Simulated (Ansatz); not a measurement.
Two spin states of CdS, each at its own minimum; 2S+1 = 1, 3 were tried, and our sources give no spin for the ground state. No spin–orbit coupling.

```csv
level,energy of the multiplicity-3 state above the multiplicity-1 state (eV)
PBE/def2-TZVPP,0.236
PBE0/def2-TZVPP,0.036
wB97X-V/def2-TZVPP,-0.010
CCSD/def2-TZVPP,-0.031
CCSD(T)/def2-TZVPP,0.171
```

The rows run from -0.031 (CCSD/def2-TZVPP) to 0.236 eV (PBE/def2-TZVPP). The 3 functionals in def2-TZVPP without D3 or D4 span 0.245, from wB97X-V to PBE.

Each state is the lowest solution found for its spin in def2 and cc sets. The singlet is a restricted closed-shell determinant, which can mix singlet states where a π or δ shell is part-filled.

Correlated levels freeze the inner cores; with def2 sets outer-core shells near the valence are correlated too.

Doubts at one or more of the structures used: a restricted determinant that unrestricted orbitals would lower (CCSD/def2-TZVPP, CCSD(T)/def2-TZVPP).

Run with Ansatz (a first-principles code). Values without a source in brackets are computed. In def2 rows elements past Kr take small-core potentials, without spin–orbit coupling.
